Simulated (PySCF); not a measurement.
SMILES [CH2]SC (C2H5S), doublet (PBE0/def2-SVP optimised geometry):

```
8

C     -0.746     0.995     0.000
S     -0.396    -0.680     0.000
C      1.407    -0.680     0.000
H     -1.799     1.275     0.043
H      0.012     1.730    -0.277
H      1.799    -0.169    -0.892
H      1.798    -0.200     0.908
H      1.730    -1.730    -0.021
```

Method: unrestricted PBE0/def2-TZVP in PySCF.

Q: What are the frontier orbital energies (α orbitals alone; a β orbital can be the lowest empty one) and the dipole moment?

A: HOMO-2 -9.34 eV, HOMO-1 -8.62 eV, HOMO -5.00 eV, LUMO 0.85 eV, LUMO+1 1.57 eV; dipole moment 1.42 D.

On the same geometry unrestricted PBE/def2-TZVP in PySCF gives HOMO-2 -8.03 eV, HOMO-1 -7.16 eV, HOMO -3.74 eV, LUMO -0.16 eV, LUMO+1 0.74 eV; dipole moment 1.40 D.

Meta-Löwdin charges at PBE0/def2-TZVP: C1 -0.48, S2 0.22, C3 -0.41, H4 0.14, H5 0.13, H6 0.13, H7 0.13, H8 0.14.
